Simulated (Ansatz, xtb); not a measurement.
**C4H5GeNO2: which of two isomers lies lower**

Structure I is `O=Cc1nco[c]1[GeH3]`, a singlet and structure II is `O=Cc1ocn[c]1[GeH3]`, a singlet. Both are isolated molecules in the gas phase, relaxed with r2SCAN-D4/def2-SVP; each stands in its lowest conformer found.

Quicker runs give these differences E(II) − E(I): GFN2-xTB +8.18 kJ/mol; HF/STO-3G +13.37 kJ/mol (at GFN2-xTB geometries); r2SCAN-D4/def2-SVP//GFN2-xTB +5.75 kJ/mol.

Q: Estimate E(II) − E(I) at the level CCSD(T)/def2-SVP + ΔMP2/def2-TZVPP.

A: Calculated at CCSD(T)/def2-SVP + ΔMP2/def2-TZVPP: E(II) − E(I) = +7.12 kJ/mol, so structure I lies lower.

How the difference moves with the method:

| level | geometry | E(II) − E(I) (kJ/mol) | departure from the last row (kJ/mol) | job, with rough time for the two |
| --- | --- | --- | --- | --- |
| GFN2-xTB | GFN2-xTB | +8.18 | +1.06 | optimisation, 0.19 s |
| HF/STO-3G | GFN2-xTB | +13.37 | +6.25 | single point, 1.2 s |
| r2SCAN-D4/def2-SVP//GFN2-xTB | GFN2-xTB | +5.75 | −1.37 | single point, 5.6 s |
| r2SCAN-D4/def2-SVP | r2SCAN-D4/def2-SVP | +4.63 | −2.49 | optimisation, 63 s |
| HF/def2-SVP | r2SCAN-D4/def2-SVP | +9.36 | +2.25 | part of the CCSD(T) run |
| MP2/def2-SVP | r2SCAN-D4/def2-SVP | +8.71 | +1.60 | part of the CCSD(T) run |
| CCSD(T)/def2-SVP | r2SCAN-D4/def2-SVP | +7.99 | +0.88 | single point |
| CCSD(T)/def2-SVP + ΔMP2/def2-TZVPP | r2SCAN-D4/def2-SVP | +7.12 |  | single point, 2.9 min |

As drawn, both hold the same kinds of bond in the same numbers.

None of the levels shown reverses the order. The largest departure from CCSD(T)/def2-SVP + ΔMP2/def2-TZVPP is that of HF/STO-3G, 6.25 kJ/mol. The last row adds to CCSD(T) the change of the MP2 difference between the two basis sets, here −0.88 kJ/mol.

With thermal terms from frequencies at re-optimised GFN2-xTB minima (ideal gas, soft modes damped towards free rotors, one conformer each, 298.15 K, 1 atm): on the last row, ΔE + ΔZPE = +6.71, ΔH = +6.81, ΔG = +6.60 kJ/mol.

The correlated steps freeze 16 core orbitals; the filled d shell of Ge is correlated, in a basis made for valence electrons. Programs: Ansatz 0.2.0, xtb 6.7.1; the last row on 2 threads of Intel(R) Xeon(R) Platinum 8488C (Sapphire Rapids) on a shared host.
